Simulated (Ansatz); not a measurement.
Ca2S2, relaxed as a singlet with RKS r2SCAN-D4/def2-TZVP in Ansatz, starting from the GFN1-xTB geometry. Force threshold 0.02 eV/Å.

The structure comes from a short search, and lower isomers may exist.

Start:

```tsv
atom	x (Å)	y (Å)	z (Å)
Ca1	-0.945	-0.270	-1.320
Ca2	0.970	0.255	1.303
S3	-0.520	-1.655	0.711
S4	0.494	1.670	-0.694
```

Q: Estimate the energy that the relaxation releases and the steps that it takes.

A: 0.02 eV, in 4 steps; 9 s on 4 threads of Arm Neoverse V1 on a shared host. No frequencies were taken in this run, so the end may be a saddle point.

Q: Does the start keep its bonding and symmetry?

A: By distances, no bond broke or formed. The bond that changes most is Ca2–S3, from 2.49 to 2.53 Å (atoms count from 1). Point group D2h at the start, D2h at the end, both within 0.05 Å.

Q: Predict the relaxed structure.

A: 
Cartesian coordinates in Å:
```
Ca -0.964 -0.261 -1.312
Ca 0.956 0.265 1.317
S -0.514 -1.702 0.716
S 0.523 1.697 -0.721
```
Bond lengths (bridged metal pairs left out): 4 × Ca–S 2.53 Å.
